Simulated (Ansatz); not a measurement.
Coupled-cluster diagnostics for Ta4 (the lowest singlet isomer of a short search), Ansatz.

Geometry of the singlet (PBE-D4/def2-SVP):

```xyz
4

Ta    0.332   -0.645    1.394
Ta    0.730   -0.803   -1.136
Ta    0.490    1.493   -0.016
Ta   -1.552   -0.045   -0.241
```

In the def2 sets Ta takes a core potential; there is no spin–orbit coupling. Correlated methods freeze no core orbitals; core or outer-core shells of Ta are correlated, in sets that lack core-valence functions. The structure comes from a short search, and lower isomers may exist.

Q: Estimate the CCSD(T) correlation energy, the shares of MP2 and (T), T1 and the reference's ⟨S²⟩ for: charge 0, singlet, own geometry in def2-TZVP; and the rough time on 4 threads of Arm Neoverse V1 on a shared host.

A: 
```
                          state      basis  correlation (eV)  MP2 share (%)  (T) share (%)     T1  ⟨S²⟩ (pure)  wall time                                    remarks
charge 0, singlet, own geometry  def2-TZVP           -43.813          113.7           10.4  0.067  0.00 (0.00)      3 min  large T1 (0.067), restricted SCF unstable
```
Customary marks for T1 are 0.02 (closed shells), 0.045 (open shells) and about 0.05 (3d metals). T1 exceeds 0.02 in 1 of 1 rows and 0.045 in 1; the higher it lies, the less the single-reference result can be trusted.
